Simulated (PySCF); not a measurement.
Gas-phase reaction: 3 Ge2H6 + 2 NH3 = 6 GeH4 + N2

Energies from PySCF, thermal terms from the rigid-rotor harmonic-oscillator model, ideal gas at 1 bar. † marks an energy on the PBE0/def2-TZVP geometry and frequencies; other levels use their own. MP2 and CCSD(T) freeze the core. 6-31G* has spherical d functions here. All species are closed-shell singlets. B3LYP is the form with VWN-RPA correlation. Ge: all electrons, no relativistic terms. MP2 isn't extrapolated to the basis-set limit; its ΔH°(298 K) is 51.1 kJ in def2-SVP and 135.8 kJ in def2-TZVPP. CCSD(T) isn't extrapolated to the basis-set limit; its ΔH°(298 K) is 37.3 kJ in def2-SVP and 118.7 kJ in def2-TZVPP. The harmonic model lacks anharmonicity and excited electronic states, which grow with temperature; levels with a mode under 35 cm⁻¹ are left out. Internal rotation in Ge2H6 is treated as a harmonic vibration of one conformer, which makes the entropy rough.

```
level               ΔE electronic, kJ  ΔH°(298 K), kJ  ΔS°(298 K), J/K  ΔG°(2000 K), kJ
------------------  -----------------  --------------  ---------------  ---------------
B3LYP/6-31G*                      145              83              209             -296
CCSD(T)/def2-SVP†                  98              37              211             -342
M06-2X/def2-TZVP†                 195             134              211             -245
MP2/def2-SVP†                     112              51              211             -328
PBE/def2-SVP                      184             126              208             -248
PBE0/def2-SVP†                    202             142              211             -237
LDA/def2-TZVP†                    300             240              211             -139
ωB97M-V/def2-TZVP†                188             128              211             -251
ωB97X-V/def2-TZVP†                185             124              211             -255
```
ΔH° is lowest at CCSD(T)/def2-SVP† and highest at LDA/def2-TZVP†. No reference value is set beside these.
